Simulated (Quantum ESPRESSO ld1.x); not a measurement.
Results of a calculation; reference values are marked as such.
Task: Fe2+, configuration [Ar] 3d6. Code: ld1.x of Quantum ESPRESSO 7.5. Model: Dirac Kohn-Sham, PBEsol, spin-unpolarised, spherical densities, point nucleus; open shells are shared between the two j in proportion to 2j + 1. Some entries of the table are withheld. Estimate them.

orbital,occ.,eigenvalue (eV),<1/r> (bohr^-1)
1s1/2,2,(1),25.96
2s1/2,2,-836.722,5.576
2p1/2,2,-724.271,5.524
2p3/2,4,-711.805,5.425
3s1/2,2,-112.149,(2)
3p1/2,2,-79.3665,(3)
3p3/2,4,-77.8273,(4)
3d3/2,2.4,-25.7786,1.241
3d5/2,3.6,-25.6205,1.235

Result: 
(1) 1s1/2 eigenvalue (eV): -7008.79
(2) 3s1/2 <1/r> (bohr^-1): 1.748
(3) 3p1/2 <1/r> (bohr^-1): 1.620
(4) 3p3/2 <1/r> (bohr^-1): 1.597
